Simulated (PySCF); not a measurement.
## Electron correlation in Sc⁺ (scandium, charge +1)

[Ar] 4s2, closed-shell 1S (an excited configuration). Computed with PySCF 2.14 in def2-QZVPPD (11s6p5d3f2g, 93 functions), with the non-relativistic Hamiltonian (point nucleus). Frozen: [Ne]; 10 electrons correlated.

| level | correlation energy (mhartree) |
| --- | --- |
| CCSD | -289.89 |
| (T) | -10.46 |
| CCSD(T) | -300.35 |

Diagnostics: T1 = 0.014, D1 = 0.0431, largest double amplitude 0.093.

Problem. Is a single reference adequate?

Solution. Mostly. T1 lies below 0.03, but a double amplitude of this size points to a near-degeneracy that CCSD handles and MP2 describes poorly.

This basis was not built for core-valence correlation, so the inner-shell part is incomplete.
